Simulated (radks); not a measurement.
Charge is removed step by step from the 5s1/2 level of Tm, starting from [Xe] 4f13 6s2. All-electron calculation, Dirac Kohn-Sham, BLYP, spin-unpolarised, spherical densities, finite nucleus; open shells are shared between the two j in proportion to 2j + 1; Fermi nuclear charge, rms radius 5.2256 fm. Program: a radial shooting solver on a logarithmic mesh with Libxc functionals.

removed (e)  E - E(0) (eV)  eigenvalue (eV)  E minus straight line (eV)
0                    0.000          -53.044                       0.000
0.125                6.721          -54.493                      -0.678
0.25                13.625          -55.989                      -1.171
0.375               20.719          -57.525                      -1.475
0.5                 28.008          -59.097                      -1.584
0.625               35.495          -60.701                      -1.495
0.75                43.184          -62.334                      -1.204
0.875               51.080          -63.995                      -0.707
1                   59.184          -65.682                       0.000

Removing the whole electron costs 59.184 eV by Delta-SCF, against 53.044 eV from minus the eigenvalue at the starting occupation. Slater's transition state (half an electron removed) gives 59.097 eV. Integrating minus the eigenvalue over the occupation (Janak's theorem) gives 59.184 eV. The mean slope of the eigenvalue, de/dn, is 12.6 eV per electron.
